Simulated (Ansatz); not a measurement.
Mulliken charges of C₂H₅FOSi, SMILES `C[C@H]1O[Si@H]1F` from r2SCAN/def2-TZVPP in Ansatz (PBE0-D4/def2-TZVP geometry).

```
atom   x (Å)   y (Å)   z (Å)  charge (e)
  C1  -1.041  -0.527   0.743      -0.099
  C2   0.369  -0.421   0.250       0.002
  O3   0.501  -0.625  -1.244      -0.407
 Si4   0.978   0.882  -0.827       0.691
  F5   0.045   2.094  -1.249      -0.313
  H6  -1.710   0.158   0.218       0.041
  H7  -1.077  -0.289   1.809       0.042
  H8  -1.419  -1.545   0.609       0.052
  H9   1.070  -1.070   0.775       0.061
 H10   2.368   1.292  -1.082      -0.070
```

By hand: the dipole of these point charges (1 e Å = 4.8032 D).

Σ q r = (0.272, 0.018, 0.492) e Å, of length 0.562 e Å = 2.70 D.

How does the dipole of the full density compare? (Best estimate.)

The calculation gave: (0.149, 0.059, 0.331) e Å, 1.77 D; the point charges give 1.53 times that, at 9° from its direction.

Point charges leave out the atoms' own dipoles, such as those of lone pairs, and Mulliken's split depends on the basis, so the two needn't agree.
